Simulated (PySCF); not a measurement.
CH₅F₃Si₂, SMILES F[SiH2]C(F)(F)[SiH3].

Geometry optimised at TPSSh-D3(BJ)/def2-SVP. The structure was generated by enumeration, and PubChem lists no compound with its InChIKey, so it may never have been made. Other conformers were not sampled.

Two levels are set side by side: TDA-PBE/def2-SVPD (PySCF) and TDA-B3LYP/def2-SVPD (PySCF). Vertical, same geometry. The lowest singlet is HOMO→LUMO 99 % with PBE and HOMO→LUMO 99 % with the other functional; states are paired by order. Differences are taken from unrounded values.

| quantity | TDA-PBE |
|---|---|
| lowest singlet excitation (eV) | 5.40 |
| lowest triplet excitation (TDA) (eV) | 4.98 |
| first bright state (f over 0.05) (eV) | 6.93 |
| its oscillator strength | 0.12 |

Task: These are the TDA-PBE values. What does TDA-B3LYP give? (An estimate is asked for; the answer gives what the named calculation found.)

Result: 
```
quantity                               TDA-B3LYP  TDA-PBE minus TDA-B3LYP
-------------------------------------  ---------  -----------------------
lowest singlet excitation (eV)              6.11                    -0.71
lowest triplet excitation (TDA) (eV)        5.64                    -0.66
first bright state (f over 0.05) (eV)       7.14                    -0.22
its oscillator strength                     0.06                     0.06
```

Functionals without exact exchange tend to place singlet excitations lower, as here. Differences between two approximate levels are no errors against the true value.

Rough cost on one machine, each run with all the roots and properties that it gave: TDA-B3LYP against TDA-PBE about 3 times.
